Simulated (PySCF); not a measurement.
Cost against size for one kind of job: PBE0-D3(BJ)/def2-SVP geometry optimisation, gas phase (PySCF 2.14.0); work: geometry optimisation from a GFN2-xTB start. Hardware: one thread, Arm Neoverse V2, on a shared host. Times come from a shared host and carry two figures at best.

| species (SMILES) | atoms | electrons | basis functions | SCF cycles | gradient evaluations | wall time |
| --- | --- | --- | --- | --- | --- | --- |
| C=C(C)[C@H](C)[SeH] | 16 | 74 | 152 | 104 | 15 | 2.3 min |
| C[Se][C@@H]1C[C@@H]1C | 16 | 74 | 152 | 47 | 7 | 72 s |
| CC[C@@H](C)CC(F)F | 20 | 66 | 172 | 51 | 8 | 96 s |
| CCC1CC[AsH]CC1 | 23 | 90 | 205 | 26 | 4 | 88 s |
| C=CC[As](C)C(C)C | 23 | 90 | 205 | 32 | 5 | ? |

**Question.** Estimate the withheld figures.

**Answer.** `C=CC[As](C)C(C)C`: 1.8 min.

**Question.** Which species took longest, and how many times the shortest run?

**Answer.** `C=C(C)[C@H](C)[SeH]`, at 2.3 min: about 1.9 times the shortest (72 s).
